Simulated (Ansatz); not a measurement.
`NC[SiH2][SiH2]Cl` and `F[SiH2][SiH2]Cl` differ in one atom or group.

Ansatz, PBE0-D4/def2-TZVP geometries, multiplicity 1. Each molecule was computed in one conformer, which needn't be the lowest.

| property | `NC[SiH2][SiH2]Cl` |
| --- | --- |
| HOMO energy (PBE0/def2-TZVPP) / eV | -7.07 |
| HOMO–LUMO gap (PBE/def2-TZVPP) / eV | 4.30 |
| size of the dipole moment (PBE/def2-TZVPP) / D | 1.23 |
| HOMO–LUMO gap (B3LYP/def2-TZVPP) / eV | 6.21 |
| HOMO energy (ωB97M-V/def2-TZVPP) / eV | -9.43 |
| LUMO energy (B3LYP/def2-TZVPP) / eV | -0.62 |

(1) Give the same properties after the change, and the shifts. (Best estimate.)

Results:

(1) Ansatz gave: 
| property | `F[SiH2][SiH2]Cl` | shift |
| --- | --- | --- |
| HOMO energy (PBE0/def2-TZVPP) / eV | -8.29 | -1.22 |
| HOMO–LUMO gap (PBE/def2-TZVPP) / eV | 5.00 | 0.70 |
| size of the dipole moment (PBE/def2-TZVPP) / D | 0.12 | -1.11 |
| HOMO–LUMO gap (B3LYP/def2-TZVPP) / eV | 6.72 | 0.51 |
| HOMO energy (ωB97M-V/def2-TZVPP) / eV | -10.34 | -0.91 |
| LUMO energy (B3LYP/def2-TZVPP) / eV | -1.37 | -0.75 |

With PBE0 the HOMO falls by 1.22 eV and the LUMO falls by 0.75 eV, so the gap widens by about 0.47 eV. PBE moves the HOMO by -1.47 eV and ωB97M-V by -0.91 eV. Dipoles are sizes alone; their direction can turn.

B3LYP here is the variant with VWN-RPA as its local correlation; programs differ in this.
